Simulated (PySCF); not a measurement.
Mg(Cl)(SeH) (ClHMgSe), SMILES [Cl][Mg][SeH].

Geometry optimised at ωB97X-D3(BJ)/def2-TZVP. The values are those of a single conformer.

Calculation: PySCF with CAM-B3LYP/def2-TZVPD.

Gas-phase values at a fixed geometry.

```
Property                                                                                                        Result
---------------------------------------------------------------------------------------------  -----------------------
total energy                                                                                       -3062.71088 hartree
point group                                                                                                         Cs
highest occupied level                                                                                        -8.44 eV
lowest empty level                                                                                            -0.96 eV
orbital gap                                                                                                    7.49 eV
dipole moment                                                                                                   0.89 D
quadrupole, principal values (traceless, Buckingham form, about the centre of nuclear charge)  -17.41, 5.39, 12.02 D·Å
mean static polarisability                                                                       68.2 bohr³ (10.10 Å³)
polarisability, principal values                                                                57.6, 60.0, 86.8 bohr³
```
